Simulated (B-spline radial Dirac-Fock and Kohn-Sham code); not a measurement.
**K-line shifts caused by a second vacancy in Pm⁵¹⁺**

System: the Pm⁵¹⁺ ion, [He] 2s2 2p6.

These are calculated numbers from a B-spline atomic structure program; the model is relaxed Dirac-Fock hole states (ΔSCF) with Breit and QED corrections and a finite nucleus. Each two-hole energy is an average over J within one jj subconfiguration, not an observable level; in light atoms, where LS coupling holds, the j-resolved values are not observed lines, and for a K spectator the Kα1 hypersatellite is nearly forbidden. Correlation energy is missing from these numbers.

Lines without a spectator: Kα2 (K-L2) 38395.8 eV, Kα1 (K-L3) 38973.3 eV. Shifts in eV with one spectator hole (a dash: not computed, or left out as unreliable):

```
spectator hole     Kα2     Kα1
        K (1s)  +752.4  +790.6
    L2 (2p1/2)   +98.1  +126.0
    L3 (2p3/2)   +87.7   +91.5
```
